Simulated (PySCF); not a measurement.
SMILES C[Si](O)(O)[SiH2]B(O)O, GFN2-xTB optimised geometry.

```
17

Si    -0.17    -1.01     0.00
C      1.74    -1.01     0.00
O     -0.71    -1.70     1.39
O     -0.67    -2.08    -1.14
Si    -1.26     1.03     0.00
B     -2.18     1.29     1.73
O     -2.80     2.47     1.99
O     -2.22     0.34     2.70
H      2.15    -2.02    -0.01
H      2.14    -0.49    -0.87
H      2.14    -0.50     0.88
H     -0.62    -2.65     1.50
H     -0.51    -1.91    -2.06
H     -0.27     2.08    -0.33
H     -2.15     1.09    -1.18
H     -3.22     2.52     2.85
H     -1.77    -0.48     2.50
```

Density from PySCF 2.14.0 with B3LYP/def2-SVP at that geometry.

Minimum of the electron density along straight lines between bonded atoms, close to the bond critical point (lines longer than 1.1 times the sum of covalent radii, or with two minima, are not listed):

```json
[
 {"bond": "Si1–C2", "length / Å": "1.912", "ρ at the minimum / e bohr⁻³": "0.111", "∇²ρ there / e bohr⁻⁵": "0.31", "position (fraction from the first atom)": "0.38"},
 {"bond": "Si1–O3", "length / Å": "1.649", "ρ at the minimum / e bohr⁻³": "0.123", "∇²ρ there / e bohr⁻⁵": "0.99", "position (fraction from the first atom)": "0.41"},
 {"bond": "Si1–O4", "length / Å": "1.645", "ρ at the minimum / e bohr⁻³": "0.124", "∇²ρ there / e bohr⁻⁵": "1.01", "position (fraction from the first atom)": "0.41"},
 {"bond": "Si5–B6", "length / Å": "1.980", "ρ at the minimum / e bohr⁻³": "0.113", "∇²ρ there / e bohr⁻⁵": "0.10", "position (fraction from the first atom)": "0.38"},
 {"bond": "B6–O7", "length / Å": "1.352", "ρ at the minimum / e bohr⁻³": "0.206", "∇²ρ there / e bohr⁻⁵": "1.15", "position (fraction from the first atom)": "0.33"},
 {"bond": "B6–O8", "length / Å": "1.360", "ρ at the minimum / e bohr⁻³": "0.203", "∇²ρ there / e bohr⁻⁵": "1.14", "position (fraction from the first atom)": "0.33"},
 {"bond": "C2–H9", "length / Å": "1.088", "ρ at the minimum / e bohr⁻³": "0.270", "∇²ρ there / e bohr⁻⁵": "-0.96", "position (fraction from the first atom)": "0.62"},
 {"bond": "C2–H10", "length / Å": "1.086", "ρ at the minimum / e bohr⁻³": "0.272", "∇²ρ there / e bohr⁻⁵": "-0.96", "position (fraction from the first atom)": "0.62"},
 {"bond": "C2–H11", "length / Å": "1.085", "ρ at the minimum / e bohr⁻³": "0.272", "∇²ρ there / e bohr⁻⁵": "-0.97", "position (fraction from the first atom)": "0.62"},
 {"bond": "O3–H12", "length / Å": "0.956", "ρ at the minimum / e bohr⁻³": "0.352", "∇²ρ there / e bohr⁻⁵": "-2.42", "position (fraction from the first atom)": "0.82"},
 {"bond": "O4–H13", "length / Å": "0.951", "ρ at the minimum / e bohr⁻³": "0.358", "∇²ρ there / e bohr⁻⁵": "-2.42", "position (fraction from the first atom)": "0.82"},
 {"bond": "Si5–H14", "length / Å": "1.478", "ρ at the minimum / e bohr⁻³": "0.111", "∇²ρ there / e bohr⁻⁵": "0.33", "position (fraction from the first atom)": "0.49"},
 {"bond": "Si5–H15", "length / Å": "1.480", "ρ at the minimum / e bohr⁻³": "0.111", "∇²ρ there / e bohr⁻⁵": "0.32", "position (fraction from the first atom)": "0.49"},
 {"bond": "O7–H16", "length / Å": "0.960", "ρ at the minimum / e bohr⁻³": "0.354", "∇²ρ there / e bohr⁻⁵": "-2.34", "position (fraction from the first atom)": "0.81"},
 {"bond": "O8–H17", "length / Å": "0.962", "ρ at the minimum / e bohr⁻³": "0.349", "∇²ρ there / e bohr⁻⁵": "-2.56", "position (fraction from the first atom)": "0.82"}
]
```
